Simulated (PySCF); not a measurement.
[Dy(H2O)9]3+ at several levels of theory

Computed with PySCF 2.14.0 (density fitting, no spin-orbit coupling) at the geometry relaxed with B3LYP:

```xyz
28
[Dy(H2O)9]3+ (singlet in the valence; each metal's 4f electrons, 9 of them, lie in its core potential, out of spins and levels; a saddle point, relaxed within its symmetry)
Dy    0.0000    0.0000    0.0000
O     1.7537    0.0000    1.8103
H     1.7026    0.0000    2.7816
H     2.7093    0.0000    1.6243
O    -0.8769    1.5188    1.8103
H    -0.8513    1.4745    2.7816
H    -1.3547    2.3463    1.6243
O    -0.8769   -1.5188    1.8103
H    -0.8513   -1.4745    2.7816
H    -1.3547   -2.3463    1.6243
O     1.7537    0.0000   -1.8103
H     2.7093    0.0000   -1.6243
H     1.7026    0.0000   -2.7816
O    -0.8769    1.5188   -1.8103
H    -1.3547    2.3463   -1.6243
H    -0.8513    1.4745   -2.7816
O    -0.8769   -1.5188   -1.8103
H    -1.3547   -2.3463   -1.6243
H    -0.8513   -1.4745   -2.7816
O     1.2230    2.1183    0.0000
H     1.5149    2.6239    0.7773
H     1.5149    2.6239   -0.7773
O    -2.4460    0.0000    0.0000
H    -3.0298    0.0000    0.7773
H    -3.0298    0.0000   -0.7773
O     1.2230   -2.1183    0.0000
H     1.5149   -2.6239    0.7773
H     1.5149   -2.6239   -0.7773
```

```
 level                                              basis    state  HOMO (eV)  gap (eV)  charge on Dy1 (e)  population of f-type functions on Dy1 (polarisation alone where 4f lies in the core)  dipole about the centre of mass (D)  largest force component (eV/Å)
 B3LYP  Dy lcecp-1-SVP with ECP55, O def2-SVP, H def2-SVP  singlet     -19.70      8.61               0.72                                                                                  0.05                                 0.00                            0.01
  TPSS                                           the same  singlet     -18.25      6.86               0.63                                                                                  0.05                                 0.00                            0.43
 wB97X                                           the same  singlet     -22.59     13.93               0.73                                                                                  0.05                                 0.00                            0.17
r2SCAN                                           the same  singlet     -18.59      7.52               0.81                                                                                  0.04                                 0.00                            0.11
```

In the lcecp rows the 4f levels are missing from HOMO and gap, and the state counts the valence alone.

Charges are Mulliken's, which hang on the basis. The relaxation used the grid (50, 194), these runs (75, 302) or, all-electron (x2c bases, spin-free X2C Hamiltonian), (99, 590).

**Question.** What does revPBE with Dy lcecp-1-SVP with ECP55, O def2-SVP, H def2-SVP give here?

**Answer.** state singlet, HOMO (eV) -18.08, gap (eV) 6.53, charge on Dy1 (e) 0.60, population of f-type functions on Dy1 (polarisation alone where 4f lies in the core) 0.05, dipole about the centre of mass (D) 0.00, largest force component (eV/Å) 0.33. Time: 51 s on 4 threads of Arm Neoverse V2 (shared host), from an already converged density.

In the first row's basis the gap widens with exact exchange: 6.5 to 7.5 eV for revPBE, TPSS, r2SCAN (none); 8.6 eV for B3LYP (a fixed share); 13.9 eV for wB97X (rising or full at long range).

An lcecp potential fixes the number of 4f electrons, so in runs with it no electron can move into or out of that shell.
